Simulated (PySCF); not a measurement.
## Radial density of Re (rhenium, neutral)

UHF, [Xe] 4f14 5d5 6s2, high-spin 6S determinant. All numbers are calculated (PySCF 2.14, scalar relativity through the core potential, in aug-cc-pVDZ-PP with ECP60MDF (5s5p4d2f, 54 functions)). This is the valence pseudo-density: the core potential removes the inner electrons and smooths the orbitals near the nucleus.

```csv
r (bohr),4πr²ρ (e/bohr),4πr²(ρα − ρβ)
0.133,3.727e-05,0.0000
0.223,0.0003931,0.0001
0.375,0.04449,0.0046
0.631,3.029,0.2279
1.06,11.81,2.3553
1.79,5.093,2.8606
3.00,1.375,0.6712
5.05,0.2120,-0.0247
8.50,0.008214,-0.0061
14.3,4.741e-05,0.0000
```

Energies and moments cover only the electrons outside the core potential. Spin-orbit coupling, which splits the p, d and f shells strongly at this Z, is absent.

Question: Where is the radial spin density 4πr²(ρα − ρβ) most negative, and why is it negative at all?

Answer: Around r = 5.05 bohr, down to -0.0247 e/bohr: exchange with the open shell polarises the paired shells in an unrestricted calculation.
